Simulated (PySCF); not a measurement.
A GIAO shielding run with PySCF 2.14 (density fitting, non-relativistic, gas phase) on `F/C=C(/[SiH3])C[SiH2]C(Cl)Cl`, C4H9Cl2FSi2:

```
$ OMP_NUM_THREADS=1 python probes_run.py task.json out

{"job": {"kind": "nmr", "xc": "PBE0", "basis": "pcSseg-1"}, "charge": 0, "multiplicity": 1}
F     -1.262321     2.524875    -0.569158
C     -1.912271     1.338856    -0.493472
C     -1.275780     0.180753    -0.556308
Si    -2.213890    -1.445833    -0.405364
C      0.213356     0.129994    -0.708844
Si     1.068263     0.564869     0.932804
C      2.886031    -0.069195     0.819500
Cl     3.718790     0.737766    -0.524447
Cl     2.890335    -1.825122     0.559584
H     -2.976176     1.479751    -0.387829
H     -1.634617    -2.194502     0.711678
H     -3.628692    -1.164656    -0.168563
H     -2.035433    -2.198411    -1.649622
H      0.531418     0.849758    -1.467031
H      0.520439    -0.860461    -1.046238
H      1.147406     2.003951     1.172510
H      0.470905    -0.158795     2.059192
H      3.483480     0.112719     1.709951
```

Hardware: 1 thread of an Arm Neoverse V1, shared host. The job also computes population analyses, field gradients.

Question: How large is the calculation?

Answer: 104 electrons, 226 basis functions and 1267 auxiliary functions.

Question: How long does it take, and how much memory does it need?

Answer: 56 s of wall time, with 14 SCF cycles and 5 response iterations; peak memory 1.1 GiB. Times on a shared host scatter by some tens of per cent.
